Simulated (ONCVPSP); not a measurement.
# Varying the ONCV potential for manganese

Base potential:

```
Element                 : Mn (Z = 25)
Generator               : ONCVPSP 4.0.1
Type                    : optimised norm-conserving Vanderbilt (ONCV)
Functional              : PW91
Relativity              : scalar-relativistic
Frozen core             : [Ne]
Valence charge          : 15
Reference configuration : 3s2 3p6 3d5 4s2
Partial waves           : 3s+4s: rc 1.60 bohr, ncon 5, nbas 9, qcut 6.5 1/bohr, 2 projectors; 3p: rc 1.20 bohr, ncon 4, nbas 7, qcut 13.7 1/bohr, 2 projectors, debl 2 Ha; 3d: rc 1.45 bohr, ncon 4, nbas 9, qcut 11.4 1/bohr, 2 projectors, debl 0.8 Ha
Local potential         : polynomial inside 1.05 bohr (lpopt 5, dvloc0 -1 Ha)
Core correction         : Teter function, fcfact 3.5, rcfact 1.25
```

In the p channel the program set the typed energies aside and used -2.008, 0.250 Ha.

All-electron outer shells of the reference configuration (PW91, scalar-relativistic, ld1.x):

```json
{"shell": "2p", "level (eV)": "-630.53", "outermost node (bohr)": "–", "outermost maximum (bohr)": "0.19"}
{"shell": "3s", "level (eV)": "-85.88", "outermost node (bohr)": "0.34", "outermost maximum (bohr)": "0.74"}
{"shell": "3p", "level (eV)": "-54.64", "outermost node (bohr)": "0.31", "outermost maximum (bohr)": "0.75"}
{"shell": "3d", "level (eV)": "-6.84", "outermost node (bohr)": "–", "outermost maximum (bohr)": "0.76"}
{"shell": "4s", "level (eV)": "-5.16", "outermost node (bohr)": "1.05", "outermost maximum (bohr)": "2.51"}
```

Cutoffs, loose and tight: the cutoffs (Ha) at which the residual kinetic energy of the hardest occupied pseudo-wave falls to 1 and 0.1 mHa per electron. They do not see the model core or the augmentation charge, which bear on the density cutoff. Test errors are all-electron minus pseudo excitation energies from the reference, over the configurations 3s2 3p6 3d5 4s1; 3s2 3p6 3d5 4s0; 3s2 3p6 3d4 4s0; 3s2 3p6 3d4 4s2 4p1. A dash means not determined; rows that change the core or the reference have their own tests.

```tsv
change	outcome	cutoff, loose	cutoff, tight	bound ghosts	GHOST(+) flags above zero	largest test error (meV)
base	generated, projector energies reset by the program	48 Ha	54 Ha	none	none	+28
p: rc 0.84; local potential polynomial inside 0.84 bohr (lpopt 5, dvloc0 -1 Ha)	generated, projector energies reset by the program	65 Ha	80 Ha	none	none	+28
p: rc 0.96; local potential polynomial inside 0.96 bohr (lpopt 5, dvloc0 -1 Ha)	generated, projector energies reset by the program	58 Ha	73 Ha	none	none	+28
p: rc 1.44	generated, projector energies reset by the program	48 Ha	54 Ha	none	none	+29
p: rc 1.48	generated, projector energies reset by the program	48 Ha	54 Ha	none	none	+28
p: rc 1.64	generated, projector energies reset by the program	48 Ha	54 Ha	none	none	+29
p: rc 1.74	generated, projector energies reset by the program	48 Ha	54 Ha	none	none	+27
```

Problem. What comes out with this change to the base: p: rc 1.1?

Solution. outcome: generated, projector energies reset by the program; cutoff, loose: 48 Ha; cutoff, tight: 60 Ha; bound ghosts: none; GHOST(+) flags above zero: none; largest test error (meV): +28.

Problem. What comes out with this change to the base: p: rc 1.32?

Solution. outcome: generated, projector energies reset by the program; cutoff, loose: 48 Ha; cutoff, tight: 57 Ha; bound ghosts: none; GHOST(+) flags above zero: none; largest test error (meV): +28.

Reading the sweep of the p radius (base included, trends over the rows without a ghost): The loose cutoff falls from 65 Ha at 0.84 to 48 Ha at 1.74 bohr. A larger radius leaves more room for a smooth pseudo-wave, so fewer plane waves are needed; a smaller one forces it to follow the all-electron wave where it bends sharply. The median size of the test errors (rows with all tests solved) is not monotonic: lowest 3.4 meV at 1.74 bohr, highest 4.5 meV at 1.64 bohr.
